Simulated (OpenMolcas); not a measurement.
**Pt3+ in a point-charge field**

Pt3+ among 2 point charges of -3 e arranged as a linear pair (D∞h), 2.11 Å from the ion.
```
   0.0000    0.0000    2.1100  -3.00
   0.0000    0.0000   -2.1100  -3.00
```

| Quantity | Value |
| --- | --- |
| Program | OpenMolcas |
| Method | SS-CASPT2, IPEA 0.25 Eh, imaginary shift 0.1 Eh (closed shells correlated: 5s 5p) |
| Basis | ANO-RCC-VDZP [7s6p4d2f] |
| Scalar Hamiltonian | DKH2, point nucleus |
| Active space | 7 electrons in 5 orbitals (5d) |
| State averaging | 2S+1 = 4 even, 10 roots; 2S+1 = 2 even, 40 roots |
| Spin-orbit coupling | RASSI with atomic mean-field integrals over the reference wave functions |

The lowest spin-free states (labels by Λ), above the lowest:

```tsv
State	Degeneracy	E (cm-1)	Free-ion L (%)
4Σ	1	0	P (57)
4Δ	2	8090	F (100)
4Φ	2	8100	F (100)
2Σ	1	10300	H (65)
4Π	2	11060	F (86)
2Π	2	11980	H (34)
2Δ	2	13550	H (38)
2Π	2	14030	G (42)
2Σ	1	15270	G (89)
2Π	2	21210	P (42)
2Φ	2	22020	G (67)
2Δ	2	22700	G (77)
2Γ	2	23290	G (65)
2Δ	2	24320	D (42)
2Σ	1	27320	P (58)
4Σ	1	27760	F (57)
2Φ	2	29560	H (56)
2Π	2	30610	D (82)
4Π	2	31590	P (86)
2Σ	1	33290	D (100)
```

The lowest levels with spin-orbit coupling:

```csv
E (cm-1),Degeneracy,2S+1,g
0,2,4 (69 %),0.00 0.00 4.99
280,2,4 (76 %),1.62 5.16 5.16
4320,2,4 (88 %),0.00 0.00 9.16
4350,2,4 (90 %),0.00 0.00 11.79
5360,2,4 (86 %),0.00 0.00 6.21
7860,2,4 (73 %),0.00 0.00 3.20
10740,2,4 (55 %),0.68 2.72 2.72
11420,2,4 (50 %),0.00 0.00 2.72
12690,2,2 (59 %),0.99 1.63 1.63
13440,2,4 (53 %),0.00 0.00 5.45
13660,2,4,0.00 0.00 8.59
14840,2,4,0.00 0.00 6.53
15270,2,4 (61 %),0.70 2.07 2.07
16780,2,2 (67 %),0.00 0.00 3.45
16910,2,2 (80 %),0.84 4.27 4.27
18170,2,4 (51 %),0.00 0.00 3.05
19870,2,4 (68 %),1.77 3.07 3.07
20070,2,2 (57 %),0.00 0.00 2.82
20260,2,2 (79 %),0.00 0.00 5.65
23230,2,2 (53 %),0.00 0.00 3.04
```

Powder χT (cm3 K/mol): 0.792 at 2 K, 0.844 at 10 K, 1.1 at 50 K, 1.42 at 100 K, 1.88 at 200 K, 2.12 at 300 K. The effective moment at 300 K is 2.828 √(χT) = 4.12 μB.

Roots that are degenerate in the reference are averaged as groups; the widest CASPT2 spread within a group is 16 cm-1 (the 2-fold group of multiplicity 2 near 22700 cm-1 above the lowest state of its run). Shifts and gaps below about the spread of the groups concerned are not significant. Spin-orbit coupling mixes the spin-free states strongly: the lowest level takes only 60 % from its leading state, 4Σ. This shell can be high or low spin here, a state of another spin lies low, and with metal d orbitals alone active their balance is uncertain, so the ground spin may be wrong. Point charges give a weaker field than real ligands, and real ions of this kind are as a rule low spin; the high spin found here belongs to the model. Free-ion shares, where given, are those of the reference states; single-state CASPT2 does not remix them. This is an electrostatic model: the charges have no orbitals. No measured value stands beside these numbers.

The CASPT2 steps took 4.3 s on 1 thread of Arm Neoverse V1, with other jobs on the host; the integral step is not counted.
